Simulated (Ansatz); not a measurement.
A series at Si: from `O[SiH2]/C=C\[SiH](O)O`, ligands are replaced one by one, each step taking up H₂ and setting free H₂O; n counts the steps. Ansatz, PBE0-D4/def2-TZVP geometries. Each molecule was computed in one conformer, which needn't be the lowest.

| n | molecule | HOMO energy, ωB97M-V/def2-TZVPP (eV) |
| --- | --- | --- |
| 0 | `O[SiH2]/C=C\[SiH](O)O` | -10.11 |
| 1 | `O[SiH](O)/C=C/[SiH3]` | -10.21 |
| 2 | `O[SiH2]/C=C/[SiH3]` | ? |
| 3 | `[SiH3]/C=C/[SiH3]` | -10.25 |

Task: By hand: fit a straight line y = ȳ + b (n − n̄) to the 3 given rows and predict n = 2.

Result: n̄ = 1.333, ȳ = -10.190; Σ(n − n̄)(y − ȳ) = -0.200, Σ(n − n̄)² = 4.667, so b = -0.043 eV a step. Prediction: -10.190 + (-0.043) × (0.667) = -10.22 eV.

Task: By hand: compare with the computed value, -10.20 eV, and give the steps along the whole series.

Result: The line misses by 0.02 eV (computed minus predicted). Steps: -0.10, 0.01, -0.05 eV.

The steps change sign along the series, so a line is a poor guide. The highest orbital can change its character along such a series. The miss is 14.3 % of the series' range.
